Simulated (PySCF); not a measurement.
## Electron correlation in Al (aluminium, neutral)

[Ne] 3s2 3d1, 2D determinant (an excited configuration). All numbers are calculated (PySCF 2.14, the spin-free X2C one-electron Hamiltonian (Gaussian nucleus), in dyall-acv3z). Frozen: 1s2; 11 electrons correlated; the 18 highest virtual orbitals of each spin left out.

MP2 pair energies summed by pair of shells (mhartree):

| pair | energy | share (%) |
| --- | --- | --- |
| 2p-2p | -193.76 | 59.1 |
| 2s-2p | -63.01 | 19.2 |
| 3s-3s | -28.52 | 8.7 |
| 2p-3s | -22.11 | 6.7 |
| 2s-2s | -9.81 | 3.0 |
| 3s-3d | -8.08 | 2.5 |
| 2s-3s | -2.38 | 0.7 |
| 2p-3d | -0.33 | 0.1 |
| 2s-3d | -0.03 | 0.0 |

Total MP2 correlation energy: -328.02 mhartree.

Same-spin part -81.53 and opposite-spin part -246.49 mhartree; SCS-MP2 scales them by 1/3 and 6/5 to -322.96 mhartree.
